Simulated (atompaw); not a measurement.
# An all-electron radial function and its pseudo partner (gallium)

Columns: radius, all-electron u(r) and pseudo u(r) of the 4p shell (level -4.04 eV) of gallium in the configuration [Ar] 3d10 4s2 4p0.75; PBE, scalar-relativistic, PAW (atompaw) scheme, atompaw 4.2.0.5.

| r (bohr) | all-electron | pseudo |
| --- | --- | --- |
| 0.115 | 0.1294 | 0.0043 |
| 0.231 | 0.0046 | 0.0174 |
| 0.346 | -0.1495 | 0.0384 |
| 0.462 | -0.2156 | 0.0670 |
| 0.577 | -0.1997 | 0.1017 |
| 0.692 | -0.1353 | 0.1416 |
| 0.808 | -0.0481 | 0.1858 |
| 0.923 | 0.0442 | 0.2319 |
| 1.038 | 0.1335 | 0.2791 |
| 1.154 | 0.2160 | 0.3263 |
| 1.269 | 0.2887 | 0.3713 |
| 1.385 | 0.3522 | 0.4139 |
| 1.500 | 0.4058 | 0.4523 |
| 1.615 | 0.4507 | 0.4862 |
| 1.731 | 0.4878 | 0.5154 |
| 1.846 | 0.5174 | 0.5391 |
| 1.962 | 0.5406 | 0.5578 |
| 2.077 | 0.5577 | 0.5712 |
| 2.192 | 0.5698 | 0.5800 |
| 2.308 | 0.5773 | 0.5847 |
| 2.423 | 0.5807 | 0.5856 |
| 2.538 | 0.5806 | 0.5836 |
| 2.654 | 0.5775 | 0.5790 |
| 2.769 | 0.5718 | 0.5724 |
| 2.885 | 0.5640 | 0.5641 |
| 3.000 | 0.5543 | 0.5543 |

**Question.** How many radial nodes do the two functions have?

**Answer.** The all-electron 4p function has n − l − 1 = 2; the pseudo-wave has 0, since the states of the same l below it are removed with the core.

**Question.** Is the pseudo-wave norm-conserving?

**Answer.** No, it belongs to a PAW set: the norm inside the radius is not constrained, and the difference is carried by the augmentation charge.
